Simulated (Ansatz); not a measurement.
Mulliken charges of `[F][GaH][F]` from ωB97M-V/def2-TZVPP in Ansatz (PBE0-D4/def2-TZVP geometry).

| atom | x (Å) | y (Å) | z (Å) | charge (e) |
| --- | --- | --- | --- | --- |
| F1 | -1.012 | -0.497 | 1.241 | -0.369 |
| Ga2 | -0.023 | 0.032 | -0.089 | 0.725 |
| F3 | 1.660 | -0.331 | 0.168 | -0.369 |
| H4 | -0.569 | 0.735 | -1.340 | 0.014 |

Question: By hand: the dipole of these point charges (1 e Å = 4.8032 D).

Answer: Σ q r = (-0.264, 0.339, -0.603) e Å, of length 0.740 e Å = 3.55 D.

Question: How does the dipole of the full density compare? (Best estimate.)

Answer: Computed: (-0.187, 0.240, -0.427) e Å, 2.52 D; the point charges give 1.41 times that, at 0° from its direction.

Point charges leave out the atoms' own dipoles, such as those of lone pairs, and Mulliken's split depends on the basis, so the two needn't agree.
